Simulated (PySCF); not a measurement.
## Shapes and spin states of TaHF

Level of theory: PBE0/[Ta def2-TZVP with ECP60, H def2-TZVP, F def2-TZVP], scalar-relativistic core potentials, density fitting, no spin–orbit coupling, PySCF.

Relaxations began from a few typed shapes and spin states; open shells are unrestricted. The search is not exhaustive: other isomers or separated fragments can lie lower, and high-lying points may rest on an excited occupation.

Q: Which is the lowest minimum found?
A. quartet Cs: Ta–F 1.861 Å, Ta–H 1.807 Å; F–Ta–H 131.4°
B. broken-symmetry Ms = 1/2 (⟨S²⟩ 1.48) Cs: Ta–F 1.850 Å, Ta–H 1.778 Å; F–Ta–H 128.1°
C. doublet C∞v: Ta–F 1.881 Å, Ta–H 1.839 Å; F–Ta–H 180.0°
D. quartet C∞v: Ta–F 1.888 Å, Ta–H 1.882 Å; F–Ta–H 180.0°
E. doublet (⟨S²⟩ 1.45) Cs: Ta–F 1.848 Å, Ta–H 1.781 Å; F–Ta–H 128.5°

A: A. The others lie at 26.3 (quartet C∞v, a saddle point), 27.5 (doublet Cs), 31.0 (broken-symmetry Ms = 1/2 Cs), 93.0 (doublet C∞v, a saddle point) kJ/mol above it.

For the lowest minimum: with open d or f shells other occupations or spin states may lie lower. With an element this heavy the missing spin–orbit coupling can shift these numbers.
